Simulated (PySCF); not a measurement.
## Energy of Mn⁺ (manganese, charge +1) between two integer charges

The 4s alpha orbital of [Ar] 3d5 4s1 is emptied in steps (occupation f), with all orbitals relaxed, ending at [Ar] 3d5. Calculation: PySCF 2.14, in def2-TZVP; no relativity, point nucleus. The exact energy is a straight line in f; departures are measured from the line between the end points of the same method.

```tsv
f	PBE0 (eV)	r2SCAN (eV)	LC-wPBE (eV)
1	0.000	0.000	0.000
0.75	-0.491	-0.590	-0.023
0.5	-0.657	-0.778	-0.031
0.25	-0.495	-0.581	-0.026
0	0.000	0.000	0.000
```

For LC-wPBE, how does the orbital energy at f = 1 compare with the removal energy?

−ε = 15.405 eV against a total-energy difference of 15.540 eV. By Janak's theorem ε = ∂E/∂f, so the gap between them reflects the curvature. Along the path −ε is 15.483 (f = 0.75), 15.532 (f = 0.5), 15.585 (f = 0.25) eV.

| method | E(f=0) − E(f=1) (eV) | −ε at f=1 (eV) | −ε at f=0.5 (eV) |
| --- | --- | --- | --- |
| PBE0 | 15.759 | 13.146 | 15.749 |
| r2SCAN | 15.935 | 12.749 | 15.958 |
| LC-wPBE | 15.540 | 15.405 | 15.532 |

Reference removal energy between the ground levels: 15.640 eV (measured; NIST Atomic Spectra Database, ionization energies).
